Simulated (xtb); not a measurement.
SnF3Cl, SMILES [F][Sn]([F])([F])[Cl]. All values are semi-empirical tight-binding results from xtb (GFN2-xTB unless named), good for trends rather than for accurate numbers. Geometry: GFN2-xTB.

Optimised geometry:

```xyz
5

F     -1.5460     0.8926     0.9626
Sn     0.0000     0.0000     0.1838
F      0.0000    -1.7852     0.9626
F      1.5460     0.8926     0.9626
Cl     0.0000     0.0000    -2.0694
```
Charge 0, spin multiplicity 1.

For metal compounds this method's bond lengths and energies can be far off.

```
Quantity                                        Value
-------------------------------------  --------------
point group as xtb finds it                       C3v
orbital gap                                   3.20 eV
zero-point energy                        2.8 kcal/mol
G − E(el) at 298.15 K (modified RRHO)  -18.5 kcal/mol
```

Computed atomic charges and the Wiberg bond orders between heavy atoms:
charges (e) F1 -0.22, Sn2 0.61, F3 -0.22, F4 -0.22, Cl5 0.05. Bond orders F1–Sn2 0.77, Sn2–F3 0.77, Sn2–F4 0.77, Sn2–Cl5 0.87.
